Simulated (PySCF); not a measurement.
**Electron correlation in Be (beryllium, neutral)**

[He] 2s1 2p1, high-spin 3P determinant (an excited configuration). All numbers are calculated (PySCF 2.14, the non-relativistic Hamiltonian (point nucleus), in aug-cc-pVTZ (5s4p3d2f, 46 functions)). Frozen: 1s2; 2 electrons correlated.

Total MP2 correlation energy: -2.71 mhartree.

Same-spin part -2.71 and opposite-spin part 0.00 mhartree; SCS-MP2 scales them by 1/3 and 6/5 to -0.90 mhartree.
